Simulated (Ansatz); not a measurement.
`O[SiH2]O[SiH]1C=C1` + `OBF` → `O[SiH2]B(O)F` + `O[SiH]1C=C1`  (formal exchange of groups at the Si–O bond)

Isolated molecules relaxed with PBE0-D4/def2-TZVP in Ansatz; ΔE leaves out vibrations. CCSD(T)/CBS is the MP2 limit (def2-TZVPP, def2-QZVPP) plus CCSD(T) − MP2 in def2-TZVPP, frozen cores. This one scheme is used for every species. DFT in def2-TZVPP. B3LYP here is the variant with VWN-RPA as its local correlation; programs differ in this. One conformer a species, not always the lowest.

```json
{"level": "PBE-D4", "ΔE (kJ/mol)": "131.8", "difference from CCSD(T)/CBS": "-24.4"}
{"level": "r2SCAN-D4", "ΔE (kJ/mol)": "151.0", "difference from CCSD(T)/CBS": "-5.2"}
{"level": "PBE0-D4", "ΔE (kJ/mol)": "141.5", "difference from CCSD(T)/CBS": "-14.7"}
{"level": "B2PLYP", "ΔE (kJ/mol)": "157.9", "difference from CCSD(T)/CBS": "1.7"}
{"level": "r2SCAN", "ΔE (kJ/mol)": "150.2", "difference from CCSD(T)/CBS": "-6.0"}
{"level": "PBE0", "ΔE (kJ/mol)": "139.8", "difference from CCSD(T)/CBS": "-16.4"}
{"level": "B3LYP", "ΔE (kJ/mol)": "152.3", "difference from CCSD(T)/CBS": "-3.9"}
{"level": "HF/def2-TZVPP", "ΔE (kJ/mol)": "177.0", "difference from CCSD(T)/CBS": "20.8"}
{"level": "MP2/def2-TZVPP", "ΔE (kJ/mol)": "163.1", "difference from CCSD(T)/CBS": "6.9"}
{"level": "SCS-MP2/def2-TZVPP", "ΔE (kJ/mol)": "164.4", "difference from CCSD(T)/CBS": "8.2"}
{"level": "CCSD/def2-TZVPP", "ΔE (kJ/mol)": "158.4", "difference from CCSD(T)/CBS": "2.2"}
{"level": "CCSD(T)/def2-TZVPP", "ΔE (kJ/mol)": "155.6", "difference from CCSD(T)/CBS": "-0.6"}
{"level": "HF/def2-QZVPP", "ΔE (kJ/mol)": "179.7", "difference from CCSD(T)/CBS": "23.5"}
{"level": "MP2/def2-QZVPP", "ΔE (kJ/mol)": "164.4", "difference from CCSD(T)/CBS": "8.2"}
{"level": "HF/CBS(def2)", "ΔE (kJ/mol)": "180.1", "difference from CCSD(T)/CBS": "23.9"}
{"level": "CCSD/CBS(def2)", "ΔE (kJ/mol)": "159.0", "difference from CCSD(T)/CBS": "2.8"}
{"level": "CCSD(T)/CBS", "ΔE (kJ/mol)": "156.2", "difference from CCSD(T)/CBS": "0"}
```

Largest T1 diagnostic among the species: 0.013.

In def2-TZVPP, CCSD(T) changes the Hartree–Fock value by −21.3 kJ/mol (the triples alone add −2.8 kJ/mol) and MP2 by −13.9 kJ/mol. From PBE to PBE0 (25 % exact exchange), in def2-TZVPP and without D4, ΔE moves by +9.8 kJ/mol.
